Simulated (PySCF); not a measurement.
## ReS2, quartet: computed properties

All numbers come from PySCF, UB3LYP, basis Re def2-SVP with ECP60, S def2-SVP (scalar-relativistic core potentials, no spin–orbit coupling, density fitting).

The structure is a higher-order saddle point with 2 imaginary modes (one degenerate set).

| Item | Value |
| --- | --- |
| Point group | D∞h |
| Bond lengths | Re–S 2.174 Å (×2) |
| Bond angles | S–Re–S 180.0° |
| Zero-point energy (real modes) | 5.9 kJ/mol |
| Spin squared ⟨S²⟩ | 3.833 |
| Principal polarisabilities | 48.3, 48.3, 136.3 bohr³ |
| Principal quadrupole moments (Buckingham, traceless) about the centre of mass | -9.61, 4.81, 4.81 D Å |
| Lowest empty level (β) | -4.76 eV |
| Atomisation energy without zero-point energy | 741 kJ/mol |
| Rotational constants | 0.0558 cm⁻¹ |
| Dipole moment | 0.00 D |
| Highest occupied level (α) | -7.45 eV |

Harmonic modes (masses in u: Re 186.956, S 31.972):
| symmetry | ω (cm⁻¹) | IR (km/mol, summed over degenerate members) | μ (u) |
| --- | --- | --- | --- |
| πu | 115i | – | 40.54 |
| σg+ | 491 | 0.0 | 31.97 |
| σu+ | 494 | 84.7 | 40.54 |

In D∞h the vibrations span πu + σg+ + σu+. The σg+ mode carries no infrared intensity, as symmetry demands. With a centre of inversion only u modes can be infrared active and only g modes Raman active.

Charges (e):
| atom | Mulliken | Löwdin | polar tensor | spin (Mulliken) | Mayer order to Re1 |
| --- | --- | --- | --- | --- | --- |
| Re1 | 0.38 | -0.28 | 1.09 | 3.47 | – |
| S2,3 | -0.19 | 0.14 | -0.55 | -0.23 | 1.97 |
Other Mayer orders above 0.3: S–S 0.56.

Mulliken populations on Re1 (electrons outside its core potential): s 2.83, p 6.48, d 5.27, f 0.04.

Only a few start shapes were tried, so a lower isomer may exist. Open d and f shells are described by one determinant, and the ground state may have another occupation or spin. At this level a quartet minimum of C2v symmetry lies 44 kJ/mol below this structure. Spin–orbit coupling, left out here, can matter for elements this heavy.

The final relaxation and frequency run took roughly 40 core-seconds on a shared host.
